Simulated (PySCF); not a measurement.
## Structure from 2D NMR

Compound of formula C₃H₁₀F₂N₂Si. Correlations simulated from computed shifts and the bond graph:

HSQC (one-bond C–H):
| δH | δC |
| --- | --- |
| 2.84 | 30.3 |
| 2.65 | 39.4 |

HMBC (two and three bonds, from the bond graph):
| δH | δC |
| --- | --- |
| 2.65 | 39.4 |

[PySCF: geometry: GFN2-xTB; GIAO PBE0/pcSseg-1 shieldings; averaged over atoms made equivalent by symmetry, fast rotation or ring inversion; a single conformation; no relativistic terms; no solvent]

Referencing at the same level of theory: ¹H (σref 31.72), ¹³C (σref 186.93) against TMS.

Exchangeable hydrogens are left out of these lists.

**Question.** Assemble the structure.

**Answer.** `CN[Si](F)(F)N(C)C`.

Atoms are numbered as in `[CH3:1][NH:2][Si:3]([F:4])([F:5])[N:6]([CH3:7])[CH3:8]`. Hydrogens are named by the atom that carries them.

- δC 39.4 is C7/C8, a methyl carbon bonded to N (δH 2.65).
- δC 30.3 is C1, a methyl carbon bonded to N (δH 2.84).

This is the structure that produced the data.

Exchangeable OH/NH protons stand at their gas-phase positions; hydrogen bonding in a real sample shifts them, mostly to higher δ. Shifts are as computed. Against solution values, carbons near 30 ppm lie about +3 ppm off and those near 130 ppm about +5 ppm. Of 1211 compounds with measured shifts, 218 miss one by over three times the rms of a fit or turn the order of signals round; such compounds aren't used in these exercises.
